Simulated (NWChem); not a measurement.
HTeF; SMILES F[TeH]

def2 effective core potentials on Te; no spin-orbit coupling.

Question: Give the equilibrium geometry at PBE0/def2-SVP with def2 effective core potentials on Te (NWChem) as a Z-matrix, with the point group.

Answer: point group Cs; any orientation.
```
Te
F 1 1.9432
H 1 1.6708 2 93.81
```
